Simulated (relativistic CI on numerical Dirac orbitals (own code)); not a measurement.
Excitation temperature from two lines of Br I

Problem. In an optically thin plasma whose excited levels follow a Boltzmann distribution, the energy emitted in Br I 8343.70 Å and 7938.68 Å has the ratio 1.27 (an assumed reading, corrected for the detector). Tabulated data (NIST Handbook of Basic Atomic Spectroscopic Data): upper levels 78865.7 and 88483.4 cm⁻¹, g = 2 and 6, A = 2.20 × 10^7 and 1.90 × 10^7 s⁻¹. Calculate the temperature, its uncertainty for 15 % in the ratio of intensities and A values together, and the strength of these other lines with tabulated A (λ in Å, g, A, upper level): 7348.51, 6, 1.20 × 10^7, 78511.6; 7512.96, 4, 1.20 × 10^7, 76743.1; 8446.55, 4, 1.20 × 10^7, 76743.1; 7803.02, 4, 5.30 × 10^6, 79695.9.

Working.
1. The emitted power of a line is proportional to (gA/λ) exp(−E/kT), so I₁/I₂ = (g₁A₁λ₂/g₂A₂λ₁) exp[(E₂ − E₁)/kT].
2. The prefactor is 0.3672 and E₂ − E₁ = 9617.7 cm⁻¹ = 1.192 eV.
3. kT = (E₂ − E₁)/ln(1.27/0.3672) = 9617.7/1.2408 = 7751 cm⁻¹ = 0.961 eV, or T = 11150 K.
4. δT/T = (kT/ΔE) × 15 % = 12.1 %; lines whose upper levels lie far apart give the better thermometer.
5. Other lines relative to the first: 7348.51 Å: 1.9, 7512.96 Å: 1.6, 8446.55 Å: 1.4, 7803.02 Å: 0.46.

Remark. Dense plasmas such as arcs and laser-ablation plumes come near a Boltzmann distribution among excited levels, though their strong lines may be self-absorbed. Low-pressure etch and deposition plasmas, at 10¹⁰ to 10¹³ electrons per cm³, do not: there the number found is an excitation temperature of these levels and not the electron temperature.
